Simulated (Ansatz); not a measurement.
`C[SiH](F)[SiH2]O` + H₂S → `C[SiH](F)S` + `O[SiH3]` at 600 K and 1 bar (cleavage of the Si–Si bond).

Calculated with Ansatz (gas phase, PBE0-D4/def2-TZVP geometries, no zero-point term in ΔE). CCSD(T)/CBS is the MP2 limit (def2-TZVPP, def2-QZVPP) plus CCSD(T) − MP2 in def2-TZVPP, frozen cores. This one scheme is used for every species. Each species was taken in one conformer, which may not be the lowest.

```csv
species,CCSD(T)/CBS energy (Eh),H − E (kJ/mol),S (J/(mol·K))
`C[SiH](F)[SiH2]O`,-795.50494,283.9,493.9
H₂S,-398.97279,60.8,230.9
`C[SiH](F)S`,-827.81979,208.6,412.0
`O[SiH3]`,-366.69042,135.7,307.9
```

H − E and S are ideal-gas, rigid-rotor, harmonic terms from PBE0-D4/def2-TZVP, for one conformer and one mirror image of each species. 1 Eh = 2625.50 kJ/mol, R = 8.31446 J/(mol·K).

Q: By hand: ΔE, ΔH, ΔS and ΔG.

A: ΔE = (-827.81979) + (-366.69042) − (-795.50494) − (-398.97279) = -0.03248 Eh = -85.3 kJ/mol. Δ(H − E) = 208.6 + 135.7 − 283.9 − 60.8 = -0.4, so ΔH = -85.7 kJ/mol. ΔS = 412.0 + 307.9 − 493.9 − 230.9 = -4.9 J/(mol·K). ΔG = -85.7 − 600 × (-4.9)/1000 = -82.8 kJ/mol.

Q: By hand: the equilibrium constant, and the temperature at which ΔG would vanish if ΔH and ΔS stayed fixed.

A: log₁₀ K = −ΔG/(RT ln 10) = 7.2. ΔG = 0 at ΔH/ΔS = 17490 K, far beyond where these terms or the molecules hold.

The number of gas molecules stays the same, so ΔS is small and ΔH decides. A doubt of 5 kJ/mol in ΔE shifts log₁₀ K by 0.4 here. Other conformers and mirror images would add mixing entropy, several J/(mol·K) or more a flexible species. Modes under 60 cm⁻¹, often nearly free rotors, make the harmonic entropy too high. These are equilibria of isolated gas molecules and say nothing of rates. Largest T1 diagnostic: 0.012 (customary marks: 0.02 for closed shells, 0.045 for open ones).
